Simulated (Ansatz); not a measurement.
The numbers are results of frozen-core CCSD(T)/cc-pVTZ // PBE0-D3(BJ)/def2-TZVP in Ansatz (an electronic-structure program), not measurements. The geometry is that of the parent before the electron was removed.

Ansatz 0.2 input:
```yaml
crystal:
  periodic: [false, false, false]
  atoms:
    - { symbol: B, position_ang: [1.544383, -0.018004, -0.002142] }
    - { symbol: B, position_ang: [0.199828, 0.004235, -0.794754] }
    - { symbol: C, position_ang: [-1.152549, 0.013481, 0.001687] }
    - { symbol: B, position_ang: [0.201952, -0.008863, 0.794288] }
    - { symbol: H, position_ang: [2.725173, -0.031889, -0.003896] }
    - { symbol: H, position_ang: [-1.748858, 0.927245, 0.009868] }
    - { symbol: H, position_ang: [-1.76993, -0.886205, -0.005051] }
basis:
  gaussian: { orbitals: cc-pVTZ }
correlation:
  method: ccsd_t
total_charge: 1
magnetization:
  spin_polarized: true
  initial_magnetization: 1
```

Output:

```
Functional definition: HF
927 factors; integrals over basis functions are off by at most 1.8e-3 eV
mean field evaluation 1: about -3077.1420 eV, gradient 2.7e1 eV
mean field evaluation 2: about -3077.1427 eV, gradient 2.7e1 eV
mean field evaluation 4: about -3081.2048 eV, gradient 2.6e0 eV
mean field evaluation 8: about -3081.2955 eV, gradient 1.3e-1 eV
mean field evaluation 16: about -3081.2960 eV, gradient 2.0e-3 eV
mean field evaluation 32: about -3081.3012 eV, gradient 1.4e-2 eV
mean field evaluation 64: about -3081.2960 eV, gradient 1.4e-6 eV
mean field evaluation 96: about -3080.7080 eV, gradient 4.1e0 eV
mean field evaluation 128: about -3080.1304 eV, gradient 4.5e-2 eV
mean field evaluation 160: about -3080.0258 eV, gradient 1.1e0 eV
mean field evaluation 192: about -3080.4661 eV, gradient 9.2e-3 eV
mean field evaluation 224: about -3080.0046 eV, gradient 5.9e-1 eV
mean field evaluation 256: about -3078.0796 eV, gradient 3.0e0 eV
mean field evaluation 288: about -3080.0312 eV, gradient 1.3e-2 eV
mean field evaluation 320: about -3080.3826 eV, gradient 2.2e-1 eV
mean field evaluation 352: about -3080.3676 eV, gradient 2.0e-2 eV
mean field evaluation 384: about -3081.2959 eV, gradient 7.1e-2 eV
mean field evaluation 416: about -3080.0499 eV, gradient 9.2e-1 eV
mean field evaluation 448: about -3080.0310 eV, gradient 1.3e-1 eV
mean field evaluation 480: about -3079.6987 eV, gradient 2.0e0 eV
mean field evaluation 512: about -3079.4623 eV, gradient 8.4e-1 eV
mean field evaluation 544: about -3079.4294 eV, gradient 1.0e0 eV
mean field evaluation 576: about -3078.5566 eV, gradient 8.0e-4 eV
mean field -3081.30118410 eV, -113.2357299348 hartree, gradient 2.5e-6 eV, S^2 0.864274; 16 other end points of the search recorded, 0 dependent functions left out
determinant -3081.30118410 eV, -113.2357299348 hartree, with singles and doubles -3093.34809114 eV, -113.6784456026 hartree
determinant -3080.46613905 eV, -113.2050425951 hartree, with singles and doubles -3091.74606556 eV, -113.6195722486 hartree
determinant -3080.38394637 eV, -113.2020220700 hartree, with singles and doubles -3092.11187616 eV, -113.6330155401 hartree
determinant -3080.36759888 eV, -113.2014213107 hartree, with singles and doubles -3091.78516268 eV, -113.6210090411 hartree
determinant -3080.13047788 eV, -113.1927072748 hartree, with singles and doubles -3091.75502757 eV, -113.6199015964 hartree
determinant -3080.03120918 eV, -113.1890592171 hartree, with singles and doubles -3092.44317346 eV, -113.6451904913 hartree
determinant -3078.55661041 eV, -113.1348687120 hartree, with singles and doubles -3090.30109486 eV, -113.5664705546 hartree
determinant -3081.29597776 eV, -113.2355386053 hartree, with singles and doubles -3093.37284718 eV, -113.6793553706 hartree
determinant -3081.30118410 eV, -113.2357299348 hartree, with singles and doubles -3093.16925631 eV, -113.6718735441 hartree
determinant -3081.29597776 eV, -113.2355386053 hartree, with singles and doubles -3093.17388749 eV, -113.6720437367 hartree
4 core orbitals not correlated
reference -3081.29597776 eV, -113.2355386053 hartree; 8, 7 occupied and 150, 151 virtual orbitals, 927 factors
second order -10.92453212 eV of doubles, -0.00000000 eV of singles
cycle   1  -11.87791039 eV  change   -6.6e-7 eV  update   3.5e-6
perturbative correction -0.63406872 eV, -0.0233015956 hartree
Total energy: -3093.80795687 eV, -113.6953453567 hartree
```

Cost: about 5 core-minutes (a rough figure).
